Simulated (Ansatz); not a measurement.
A run on CH6FNOSn, SMILES `C[O][SnH]([NH2])[F]` with other settings.

```yaml
crystal:
  periodic: [false, false, false]
  atoms:
    - {symbol: C, position_ang: [-1.052148, -0.752163, -1.323189]}
    - {symbol: O, position_ang: [-0.752417, -1.110426, -0.026198]}
    - {symbol: Sn, position_ang: [0.030253, -0.029558, 1.202489]}
    - {symbol: N, position_ang: [1.697971, 0.859150, 0.714948]}
    - {symbol: F, position_ang: [-0.869635, 1.890433, 1.310270]}
    - {symbol: H, position_ang: [-1.813792, 0.097034, -1.511191]}
    - {symbol: H, position_ang: [-1.605008, -1.421583, -1.782033]}
    - {symbol: H, position_ang: [0.069761, -0.349527, -1.851384]}
    - {symbol: H, position_ang: [-0.013503, -0.739024, 2.983139]}
    - {symbol: H, position_ang: [2.684606, -0.167546, 0.076921]}
    - {symbol: H, position_ang: [1.706042, 1.283844, 0.191240]}
basis:
  gaussian: {orbitals: def2-mTZVP}
hamiltonian: {xc: {name: B97M-V}}
```

```sh
$ ansatz run in.yaml --threads 4 --pin off --events-out ev --progress --plain --max-ram 10444MiB
```

Shortened log:

```
Functional definition: B97M-V
1258 factors; their error is unknown
mean field evaluation 1: about -13187.1663 eV, gradient 1.1e2 eV
mean field evaluation 2: about -13069.1997 eV, gradient 2.1e2 eV
mean field evaluation 4: about -13208.8312 eV, gradient 3.9e1 eV
mean field evaluation 8: about -13211.5769 eV, gradient 6.3e-1 eV
mean field evaluation 16: about -13211.5428 eV, gradient 2.8e-4 eV
mean field -13211.54278176 eV, -485.5152421243 hartree, gradient 1.0e-5 eV, S^2 0.000000; 0 other end points of the search recorded, 0 dependent functions left out
reference -13211.54286143 eV, -485.5152450521 hartree; 29, 29 occupied and 106, 106 virtual orbitals, 1258 factors
Total energy: -13211.54286143 eV, -485.5152450521 hartree
```

Hardware: 4 threads of an Intel Xeon 6975P-C on a shared host. Wall time 2.5 s, peak host memory 0.47 GiB.
